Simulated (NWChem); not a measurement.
Everything below was run with NWChem. System: thionyl fluoride (F₂OS), charge 0, spin multiplicity 1, at a geometry optimised with PBE0/def2-SVP. Level: M06-2X/def2-TZVP.

Output (cleaned and shortened):

```
             Northwest Computational Chemistry Package (NWChem) 7.3.0
             --------------------------------------------------------

                                NWChem Input Module
                                -------------------

 Scaling coordinates for geometry "geometry" by  1.889725989
 (inverse scale =  0.529177249)

 Turning off AUTOSYM since
 SYMMETRY directive was detected!

                             Geometry "geometry" -> ""
                             -------------------------

 Output coordinates in angstroms (scale by  1.889725989 to convert to a.u.)

  No.       Tag          Charge          X              Y              Z
 ---- ---------------- ---------- -------------- -------------- --------------
    1 O                    8.0000    -1.39174500    -0.32965300     0.00000000
    2 S                   16.0000    -0.16035800     0.41119400     0.00000000
    3 F                    9.0000     0.76109400    -0.21899300     1.16896400
    4 F                    9.0000     0.76109400    -0.21899300    -1.16896400

 Effective nuclear repulsion energy (a.u.)     190.8287848976

            Nuclear Dipole moment (a.u.)
            ----------------------------
        X                 Y               Z
 ---------------- ---------------- ----------------
     0.0000075589     0.0000113384     0.0000000000

      Symmetry information
      --------------------

 Group name             Cs
 Group number              2
 Group order               2
 No. of unique centers     3

      Symmetry unique atoms

     1    2    3


 Summary of "ao basis" -> "" (spherical)
 ------------------------------------------------------------------------------
       Tag                 Description            Shells   Functions and Types
 ---------------- ------------------------------  ------  ---------------------
 *                         def2-tzvp                  on all atoms

                                 NWChem DFT Module
                                 -----------------

 Summary of "ao basis" -> "ao basis" (spherical)
 ------------------------------------------------------------------------------
       Tag                 Description            Shells   Functions and Types
 ---------------- ------------------------------  ------  ---------------------
 O                         def2-tzvp                11       31   5s3p2d1f
 S                         def2-tzvp                13       37   5s5p2d1f
 F                         def2-tzvp                11       31   5s3p2d1f

 Summary of "ao basis" -> "ao basis" (spherical)
 ------------------------------------------------------------------------------
       Tag                 Description            Shells   Functions and Types
 ---------------- ------------------------------  ------  ---------------------
 O                         def2-tzvp                11       31   5s3p2d1f
 S                         def2-tzvp                13       37   5s5p2d1f
 F                         def2-tzvp                11       31   5s3p2d1f

      Symmetry analysis of basis
      --------------------------

        a'         77
        a"         53

            General Information
            -------------------
          SCF calculation type: DFT
          Wavefunction type:  closed shell.
          No. of atoms     :     4
          No. of electrons :    42
           Alpha electrons :    21
            Beta electrons :    21
          Charge           :     0
          Spin multiplicity:     1
          Use of symmetry is: on ; symmetry adaption is: on
          Maximum number of iterations: 100
          AO basis - number of functions:   130
                     number of shells:    46
          Convergence on energy requested:  1.00D-06
          Convergence on density requested:  1.00D-05
          Convergence on gradient requested:  5.00D-04

              XC Information
              --------------
                       M06-2X Method XC Functional
                     Hartree-Fock (Exact) Exchange  0.540
                        M06-2X Exchange Functional  1.000
                      M06-2X Correlation Potential  1.000

             Grid Information
             ----------------
[...]
     1 a'          2 a'          3 a"          4 a'          5 a'
     6 a'          7 a"          8 a'          9 a'         10 a"
    11 a'         12 a'         13 a"         14 a'         15 a'
    16 a'         17 a"         18 a"         19 a'         20 a"
    21 a'         22 a"         23 a'         24 a'         25 a"
    26 a'         27 a'         28 a'         29 a'         30 a'
    31 a"

------------------------------------------------------------
EAF file 0: "./mol.aoints.0" size=524288 bytes
------------------------------------------------------------
               write      read    awrite     aread      wait
               -----      ----    ------     -----      ----
     calls:        1         0         0         0         0
   data(b): 5.24e+05  0.00e+00  0.00e+00  0.00e+00
   time(s): 0.00e+00  0.00e+00  0.00e+00  0.00e+00  0.00e+00
rate(mb/s): 0.00e+00  0.00e+00
------------------------------------------------------------

   convergence    iter        energy       DeltaE   RMS-Dens  Diis-err    time
 ---------------- ----- ----------------- --------- --------- ---------  ------
 d= 0,ls=0.0,diis     1   -672.9401872164 -8.64D+02  1.03D-02  1.90D+00     2.4
 d= 0,ls=0.0,diis     2   -672.8291240243  1.11D-01  5.83D-03  3.30D+00     2.9
 d= 0,ls=0.0,diis     3   -673.1022822981 -2.73D-01  1.23D-03  8.50D-02     3.4
 d= 0,ls=0.0,diis     4   -673.1068792508 -4.60D-03  5.10D-04  3.13D-02     4.0
 d= 0,ls=0.0,diis     5   -673.1091680782 -2.29D-03  1.14D-04  1.32D-03     4.5
  Resetting Diis
 d= 0,ls=0.0,diis     6   -673.1092665976 -9.85D-05  3.44D-05  1.05D-05     5.1
 d= 0,ls=0.0,diis     7   -673.1092682002 -1.60D-06  5.37D-06  3.58D-07     5.6
 d= 0,ls=0.0,diis     8   -673.1092683055 -1.05D-07  2.13D-06  7.57D-08     6.2

         Total DFT energy =     -673.109268305469
      One electron energy =    -1310.158218935181
           Coulomb energy =      501.349775795343
    Exchange-Corr. energy =      -55.129610063246
 Nuclear repulsion energy =      190.828784897614

 Numeric. integr. density =       41.999999888687

     Total iterative time =      5.8s

                  Occupations of the irreducible representations
                  ----------------------------------------------

                     irrep           alpha         beta
                     --------     --------     --------
                     a'               14.0         14.0
                     a"                7.0          7.0

                       DFT Final Molecular Orbital Analysis
                       ------------------------------------

 Vector   19  Occ=2.000000D+00  E=-5.015845D-01  Symmetry=a'
              MO Center= -5.7D-01, -3.9D-02,  1.4D-14, r^2= 2.1D+00
   Bfn.  Coefficient  Atom+Function         Bfn.  Coefficient  Atom+Function
  ----- ------------  ---------------      ----- ------------  ---------------
     6      0.306621  1 O  px                 9      0.257475  1 O  px
    47     -0.236529  2 S  py                36     -0.183191  2 S  s
    75      0.183425  3 F  py               106      0.183425  4 F  py
    78      0.152572  3 F  py               109      0.152572  4 F  py
    12      0.147884  1 O  px                44     -0.131564  2 S  py

 Vector   20  Occ=2.000000D+00  E=-4.689680D-01  Symmetry=a"
              MO Center= -8.6D-01, -2.2D-01, -2.3D-15, r^2= 1.6D+00
   Bfn.  Coefficient  Atom+Function         Bfn.  Coefficient  Atom+Function
  ----- ------------  ---------------      ----- ------------  ---------------
     8      0.396107  1 O  pz                11      0.341632  1 O  pz
    14      0.213801  1 O  pz                74      0.171901  3 F  px
   105     -0.171901  4 F  px                77      0.145326  3 F  px
   108     -0.145326  4 F  px                48      0.114458  2 S  pz
    80      0.097729  3 F  px               111     -0.097729  4 F  px

 Vector   21  Occ=2.000000D+00  E=-4.152878D-01  Symmetry=a'
              MO Center= -4.7D-01,  1.4D-01, -8.7D-15, r^2= 2.1D+00
   Bfn.  Coefficient  Atom+Function         Bfn.  Coefficient  Atom+Function
  ----- ------------  ---------------      ----- ------------  ---------------
    36      0.432060  2 S  s                  7     -0.331443  1 O  py
    10     -0.284893  1 O  py                35      0.252137  2 S  s
    47      0.220326  2 S  py                13     -0.214786  1 O  py
    34     -0.176386  2 S  s                 44      0.125927  2 S  py
    75     -0.126422  3 F  py               106     -0.126422  4 F  py

 Vector   22  Occ=0.000000D+00  E=-1.765385D-02  Symmetry=a"
              MO Center= -3.0D-01,  4.8D-01,  6.7D-15, r^2= 2.1D+00
   Bfn.  Coefficient  Atom+Function         Bfn.  Coefficient  Atom+Function
  ----- ------------  ---------------      ----- ------------  ---------------
    51      0.761970  2 S  pz                48      0.526247  2 S  pz
    14     -0.321906  1 O  pz                73     -0.322293  3 F  s
   104      0.322293  4 F  s                  8     -0.216716  1 O  pz
    45      0.211334  2 S  pz                11     -0.178677  1 O  pz
    39     -0.160393  2 S  pz                80      0.154212  3 F  px

 Vector   23  Occ=0.000000D+00  E= 2.720484D-02  Symmetry=a'
              MO Center= -3.0D-02,  5.1D-01,  1.7D-14, r^2= 2.3D+00
   Bfn.  Coefficient  Atom+Function         Bfn.  Coefficient  Atom+Function
  ----- ------------  ---------------      ----- ------------  ---------------
    49      1.011920  2 S  px                 5      0.560196  1 O  s
    46      0.520926  2 S  px                73     -0.406447  3 F  s
   104     -0.406447  4 F  s                 13      0.310581  1 O  py
    82      0.240605  3 F  pz               113     -0.240605  4 F  pz
    35      0.210918  2 S  s                 50     -0.186951  2 S  py

 Vector   24  Occ=0.000000D+00  E= 9.747676D-02  Symmetry=a'
              MO Center= -5.9D-02,  2.5D-01,  1.2D-14, r^2= 2.9D+00
   Bfn.  Coefficient  Atom+Function         Bfn.  Coefficient  Atom+Function
  ----- ------------  ---------------      ----- ------------  ---------------
    36      1.750826  2 S  s                  5     -1.396409  1 O  s
    50     -1.103609  2 S  py                49     -0.763792  2 S  px
    12     -0.651210  1 O  px                47     -0.416667  2 S  py
    35      0.327030  2 S  s                 73     -0.283946  3 F  s
   104     -0.283946  4 F  s                 34     -0.257867  2 S  s

 center of mass
 --------------
 x =   0.03366280 y =  -0.00982808 z =   0.00000000

 moments of inertia (a.u.)
 ------------------
         217.426779049942           3.910155614166           0.000000000000
           3.910155614166         377.490812233942           0.000000000000
           0.000000000000           0.000000000000         224.085796268905

     Multipole analysis of the density
     ---------------------------------

     L   x y z        total         alpha         beta         nuclear
     -   - - -        -----         -----         ----         -------
     0   0 0 0     -0.000000    -21.000000    -21.000000     42.000000

     1   1 0 0      0.187821      0.093907      0.093907      0.000008
     1   0 1 0      0.715925      0.357957      0.357957      0.000011
     1   0 0 1     -0.000000     -0.000000     -0.000000      0.000000

     2   2 0 0    -22.491358    -58.265564    -58.265564     94.039770
     2   1 1 0     -0.588883      0.392641      0.392641     -1.374164
     2   1 0 1      0.000000      0.000000      0.000000      0.000000
     2   0 2 0    -19.602039    -17.725032    -17.725032     15.848025
     2   0 1 1      0.000000      0.000000      0.000000      0.000000
     2   0 0 2    -20.833986    -54.334983    -54.334983     87.835980

 Task  times  cpu:        6.2s     wall:        6.2s

 Total times  cpu:        6.2s     wall:        6.2s
```

### Question
Write an NWChem input that would produce this output.

### Answer
This is not unique; one that fits is 
```
start mol
memory heap 200 mb stack 900 mb global 1100 mb
geometry units angstroms nocenter noautoz
  O     -1.391745    -0.329653     0.000000
  S     -0.160358     0.411194     0.000000
  F      0.761094    -0.218993     1.168964
  F      0.761094    -0.218993    -1.168964
  symmetry group Cs
end
basis spherical
  * library def2-tzvp
end
dft
  xc m06-2x
  semidirect memsize 60000000 filesize 0
  iterations 100
  grid fine
end
task dft energy
```
